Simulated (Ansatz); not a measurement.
Molecule: sum formula SiP4H8 (charge 0, singlet). SMILES: P[Si](P)(P)P
Coordinates optimised at B3LYP-D3(BJ)/def2-TZVP (Ansatz, an electronic-structure program):
```
Si
P 1 2.2671
H 2 1.4201 1 94.71
H 2 1.4204 3 93.84 1 -95.01
P 1 2.2681 2 111.15 3 -167.29
H 5 1.4196 1 93.63 2 51.98
H 5 1.4206 6 93.70 1 95.13
P 1 2.2685 2 111.11 3 74.35
H 8 1.4195 1 93.92 2 -45.65
H 8 1.4197 9 93.80 1 -94.42
P 1 2.2686 2 111.09 3 -43.17
H 11 1.4191 1 93.92 2 -69.28
H 11 1.4197 12 94.01 1 95.34
```

Quantity: atomisation energy (electronic, to ground-state atoms), in eV. Correlated levels leave the core frozen unless marked. UHF or UKS for open shells. Spin-orbit coupling is left out. No relativistic terms. The coupled-cluster limit lacks core correlation, which all-electron functionals hold. CBS(X,Y): correlation extrapolated as X^-3; Hartree-Fock from the larger set.

```
level               program  atomisation energy (eV)
------------------  -------  -----------------------
HF/aug-cc-pV(T+d)Z   Ansatz                    25.31
```

Question: Estimate the value at CCSD(T)/CBS(cc-pV(T+d)Z,cc-pV(Q+d)Z) as computed with Ansatz.

Answer: 37.38 eV, so HF/aug-cc-pV(T+d)Z differs from it by -12.07 eV.
